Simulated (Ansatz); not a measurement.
A run for Ansatz (a quantum-chemistry and plane-wave program): R-CCSD(T)/aug-cc-pV(T+d)Z on AlFH2 (SMILES [F][AlH2]), atoms moved off the minimum. Files ending in .json are basis or fitting sets from the Basis Set Exchange.

Ansatz 0.2 input:
```yaml
crystal:
  periodic: [false, false, false]
  atoms:
    - {symbol: Al, position_ang: [-0.26821013, -0.53895847, 0.11101341]}
    - {symbol: H, position_ang: [0.43494392, -1.29935206, 1.30117545]}
    - {symbol: H, position_ang: [-1.57407397, -0.79650704, -0.64301689]}
    - {symbol: F, position_ang: [0.40559428, 0.92951948, -0.33089128]}
basis:
  gaussian:
    orbitals: aug-cc-pV_T+d_Z.json
magnetization: {spin_polarized: false}
correlation: {method: ccsd_t, electrons: outside_noble_gas}
scf: {lower_state_search: off}
output: {forces: true}
```

### Question
What total energy does the run end on?

### Answer
-343.0073 hartree (reference determinant -342.6346, T1 diagnostic 0.013).

### Question
How many basis functions does it have, and what does it roughly cost on one machine?

### Answer
147 functions; very roughly 60 core-seconds.
